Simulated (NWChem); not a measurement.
System: AlHOCl₂; SMILES [OH][Al]([Cl])[Cl]

NWChem input:

```
start job
memory heap 200 mb stack 900 mb global 1100 mb
geometry units angstroms noautoz
  Al     0.057120    -0.000001     0.412441
  Cl    -1.821731     0.000000    -0.529649
  Cl     1.808807     0.000000    -0.732053
  O      0.228629     0.000000     2.107485
  H     -0.532713     0.000000     2.709123
end
basis spherical
  * library def2-svp
end
dft
  xc mn15
  iterations 150
  mulliken
end
task dft energy
```

Output (shortened):

```
             Northwest Computational Chemistry Package (NWChem) 7.3.0
             --------------------------------------------------------

 CS  symmetry detected

                             Geometry "geometry" -> ""
                             -------------------------

 Output coordinates in angstroms (scale by  1.889725989 to convert to a.u.)

  No.       Tag          Charge          X              Y              Z
 ---- ---------------- ---------- -------------- -------------- --------------
    1 Al                  13.0000     0.35104600     0.00773472     0.00000000
    2 Cl                  17.0000    -0.68045033    -1.82355717     0.00000000
    3 Cl                  17.0000    -0.70774489     1.81251607     0.00000000
    4 O                    8.0000     2.05238369     0.09739835     0.00000000
    5 H                    1.0000     2.61665129    -0.69203943     0.00000000

 Effective nuclear repulsion energy (a.u.)     241.5912755086

      Symmetry information
      --------------------

 Group name             Cs
 Group number              2
 Group order               2
 No. of unique centers     5

                                 NWChem DFT Module
                                 -----------------

 Summary of "ao basis" -> "ao basis" (spherical)
 ------------------------------------------------------------------------------
       Tag                 Description            Shells   Functions and Types
 ---------------- ------------------------------  ------  ---------------------
 Al                         def2-svp                 8       18   4s3p1d
 Cl                         def2-svp                 8       18   4s3p1d
 O                          def2-svp                 6       14   3s2p1d
 H                          def2-svp                 3        5   2s1p

      Symmetry analysis of basis
      --------------------------

        a'         53
        a"         20

            General Information
            -------------------
          SCF calculation type: DFT
          Wavefunction type:  closed shell.
          No. of atoms     :     5
          No. of electrons :    56
           Alpha electrons :    28
            Beta electrons :    28
          Charge           :     0
          Spin multiplicity:     1
          Use of symmetry is: on ; symmetry adaption is: on
          Maximum number of iterations: 150
          AO basis - number of functions:    73
                     number of shells:    33
          Convergence on energy requested:  1.00D-06
          Convergence on density requested:  1.00D-05
          Convergence on gradient requested:  5.00D-04

              XC Information
              --------------
                         MN15 Method XC Functional
                     Hartree-Fock (Exact) Exchange  0.440
                          MN15 Exchange Functional  1.000
                        MN15 Correlation Potential  1.000

             Grid Information
             ----------------
          Grid used for XC integration:  medium
          Radial quadrature: Mura-Knowles
          Angular quadrature: Lebedev.
          Tag              B.-S. Rad. Rad. Pts. Rad. Cut. Ang. Pts.
          ---              ---------- --------- --------- ---------
          Al                  1.25       88           8.0       590
          Cl                  1.00       88          11.0       590
          O                   0.60       49           9.0       434
          H                   0.35       45          10.0       434
          Grid pruning is: on
          Number of quadrature shells:   358
          Spatial weights used:  Erf1

      Superposition of Atomic Density Guess
      -------------------------------------

 Sum of atomic energies:       -1235.62888849

      Non-variational initial energy
      ------------------------------

 Total energy =   -1236.277431
 1-e energy   =   -2191.329203
 2-e energy   =     713.460497
 HOMO         =      -0.444873
 LUMO         =      -0.029275

      Symmetry analysis of molecular orbitals - initial
      -------------------------------------------------

  Numbering of irreducible representations:

     1 a'          2 a"

  Orbital symmetries:

     1 a'          2 a'          3 a'          4 a'          5 a'
     6 a'          7 a'          8 a'          9 a'         10 a"
    11 a'         12 a"         13 a'         14 a'         15 a'
    16 a"         17 a'         18 a'         19 a'         20 a'
    21 a'         22 a'         23 a"         24 a'         25 a'
    26 a"         27 a"         28 a'         29 a'         30 a"
    31 a'         32 a'         33 a'         34 a'         35 a'
    36 a"         37 a'         38 a"

     ---------------------------------------------
      Total Density - Mulliken Population Analysis
     ---------------------------------------------

    Atom       Charge   Shell Charges
 -----------   ------   -------------------------------------------------------
    1 Al  13    11.57   2.00  1.99  0.63  0.04  5.93  0.50  0.27  0.21
    2 Cl  17    17.45   2.00  1.99  1.22  0.72  5.94  2.17  3.40  0.01
    3 Cl  17    17.45   2.00  1.99  1.22  0.71  5.94  2.17  3.40  0.01
    4 O    8     8.89   1.99  1.11  0.65  3.14  2.01  0.00
    5 H    1     0.64   0.51  0.07  0.06

   convergence    iter        energy       DeltaE   RMS-Dens  Diis-err
 ---------------- ----- ----------------- --------- --------- ---------
 d= 0,ls=0.0,diis     1  -1237.8826373421 -1.48D+03  1.56D-02  1.28D+00
 d= 0,ls=0.0,diis     2  -1237.8735088551  9.13D-03  9.13D-03  1.04D+00
 d= 0,ls=0.0,diis     3  -1237.9636482118 -9.01D-02  2.38D-03  1.38D-01
 d= 0,ls=0.0,diis     4  -1237.9759527151 -1.23D-02  7.48D-04  3.60D-03
 d= 0,ls=0.0,diis     5  -1237.9764545868 -5.02D-04  1.39D-04  1.11D-04
  Resetting Diis
 d= 0,ls=0.0,diis     6  -1237.9764697943 -1.52D-05  3.07D-05  4.03D-06
 d= 0,ls=0.0,diis     7  -1237.9764704415 -6.47D-07  1.01D-05  2.75D-07
 d= 0,ls=0.0,diis     8  -1237.9764704720 -3.05D-08  3.81D-06  2.07D-07

         Total DFT energy =    -1237.976470471992
      One electron energy =    -2194.358634123374
           Coulomb energy =      798.612871011980
    Exchange-Corr. energy =      -83.821982869188
 Nuclear repulsion energy =      241.591275508590

 Numeric. integr. density =       55.999998079437

                  Occupations of the irreducible representations
                  ----------------------------------------------

                     irrep           alpha         beta
                     --------     --------     --------
                     a'               22.0         22.0
                     a"                6.0          6.0

                       DFT Final Molecular Orbital Analysis
                       ------------------------------------

 Vector   26  Occ=2.000000D+00  E=-3.737556D-01  Symmetry=a"
              MO Center=  4.1D-01, -9.3D-01, -3.1D-16, r^2= 3.7D+00
   Bfn.  Coefficient  Atom+Function         Bfn.  Coefficient  Atom+Function
  ----- ------------  ---------------      ----- ------------  ---------------
    31      0.479770  2 Cl pz                60     -0.398392  4 O  pz
    28      0.367733  2 Cl pz                63     -0.302655  4 O  pz
    25      0.211422  2 Cl pz                49      0.104063  3 Cl pz
    46      0.081387  3 Cl pz                17      0.072095  1 Al d  1
    43      0.046669  3 Cl pz                15     -0.028846  1 Al d -1

 Vector   27  Occ=2.000000D+00  E=-3.682141D-01  Symmetry=a"
              MO Center= -5.0D-01,  1.1D+00, -4.8D-14, r^2= 3.3D+00
   Bfn.  Coefficient  Atom+Function         Bfn.  Coefficient  Atom+Function
  ----- ------------  ---------------      ----- ------------  ---------------
    49      0.555029  3 Cl pz                46      0.426692  3 Cl pz
    31     -0.264664  2 Cl pz                43      0.245145  3 Cl pz
    28     -0.200776  2 Cl pz                60     -0.162285  4 O  pz
    63     -0.124157  4 O  pz                25     -0.115481  2 Cl pz
    15      0.061718  1 Al d -1              17      0.033809  1 Al d  1

 Vector   28  Occ=2.000000D+00  E=-3.593997D-01  Symmetry=a'
              MO Center= -5.2D-01,  2.5D-01,  3.8D-16, r^2= 4.5D+00
   Bfn.  Coefficient  Atom+Function         Bfn.  Coefficient  Atom+Function
  ----- ------------  ---------------      ----- ------------  ---------------
    47      0.370289  3 Cl px                29     -0.336381  2 Cl px
    44      0.290258  3 Cl px                48      0.287726  3 Cl py
    26     -0.261842  2 Cl px                30      0.235354  2 Cl py
    45      0.226416  3 Cl py                27      0.184865  2 Cl py
    41      0.165583  3 Cl px                23     -0.149403  2 Cl px

 Vector   29  Occ=0.000000D+00  E=-1.026552D-02  Symmetry=a'
              MO Center=  3.4D-01, -9.9D-02, -1.7D-15, r^2= 4.3D+00
   Bfn.  Coefficient  Atom+Function         Bfn.  Coefficient  Atom+Function
  ----- ------------  ---------------      ----- ------------  ---------------
     4      1.066991  1 Al s                 22     -0.339891  2 Cl s
    57     -0.321112  4 O  s                  3      0.309972  1 Al s
    30     -0.284114  2 Cl py                40     -0.276277  3 Cl s
    48      0.266445  3 Cl py                 2      0.262409  1 Al s
    21     -0.169839  2 Cl s                 39     -0.164718  3 Cl s

 Vector   30  Occ=0.000000D+00  E= 3.349023D-03  Symmetry=a"
              MO Center=  2.8D-01, -2.8D-03,  2.9D-16, r^2= 3.8D+00
   Bfn.  Coefficient  Atom+Function         Bfn.  Coefficient  Atom+Function
  ----- ------------  ---------------      ----- ------------  ---------------
    13      0.734543  1 Al pz                10      0.442566  1 Al pz
    49     -0.264899  3 Cl pz                31     -0.263359  2 Cl pz
    63     -0.213307  4 O  pz                60     -0.209435  4 O  pz
     7     -0.204535  1 Al pz                28     -0.154034  2 Cl pz
    46     -0.152144  3 Cl pz                25     -0.084959  2 Cl pz

 Vector   31  Occ=0.000000D+00  E= 9.596224D-02  Symmetry=a'
              MO Center=  1.0D+00, -4.6D-01,  1.4D-15, r^2= 5.5D+00
   Bfn.  Coefficient  Atom+Function         Bfn.  Coefficient  Atom+Function
  ----- ------------  ---------------      ----- ------------  ---------------
    11      0.846431  1 Al px                57     -0.660909  4 O  s
    70      0.587394  5 H  s                 40      0.351389  3 Cl s
     3     -0.280599  1 Al s                 48     -0.275586  3 Cl py
    30      0.234215  2 Cl py                12     -0.228221  1 Al py
     8      0.212658  1 Al px                62      0.201831  4 O  py

     ---------------------------------------------
      Total Density - Mulliken Population Analysis
     ---------------------------------------------

    Atom       Charge   Shell Charges
 -----------   ------   -------------------------------------------------------
    1 Al  13    12.22   2.00  1.97  0.72 -0.02  5.93  0.82  0.44  0.36
    2 Cl  17    17.28   2.00  1.97  1.22  0.73  5.93  2.24  3.16  0.01
    3 Cl  17    17.27   2.00  1.97  1.22  0.73  5.93  2.24  3.15  0.01
    4 O    8     8.44   1.99  1.04  0.67  2.92  1.82  0.01
    5 H    1     0.79   0.67  0.06  0.07

     -------------------------------------------
      Total Density - Lowdin Population Analysis
     -------------------------------------------

    Atom       Charge   Shell Charges
 -----------   ------   -------------------------------------------------------
    1 Al  13    12.79   2.00  1.92  0.53  0.21  5.81  0.96  0.75  0.60
    2 Cl  17    17.05   2.00  1.95  1.02  0.80  5.83  2.33  3.12  0.01
    3 Cl  17    17.04   2.00  1.95  1.02  0.80  5.83  2.33  3.11  0.01
    4 O    8     8.22   1.97  0.85  0.61  2.74  2.04  0.01
    5 H    1     0.90   0.55  0.17  0.18

     Multipole analysis of the density
     ---------------------------------

     L   x y z        total         alpha         beta         nuclear
     -   - - -        -----         -----         ----         -------
     0   0 0 0     -0.000000    -28.000000    -28.000000     56.000000

     1   1 0 0      0.552013      0.276007      0.276007      0.000000
     1   0 1 0     -0.546782     -0.273391     -0.273391     -0.000000
     1   0 0 1      0.000000      0.000000      0.000000      0.000000

     2   2 0 0    -31.058571   -120.043072   -120.043072    209.027573
     2   1 1 0     -3.103600      0.036679      0.036679     -3.176958
     2   1 0 1      0.000000      0.000000      0.000000      0.000000
     2   0 2 0    -34.356472   -218.827965   -218.827965    403.299458
     2   0 1 1     -0.000000     -0.000000     -0.000000      0.000000
     2   0 0 2    -29.204910    -14.602455    -14.602455      0.000000
```

Level: MN15/def2-SVP. The geometry was optimised at PBE-D3(BJ)/def2-SVP.
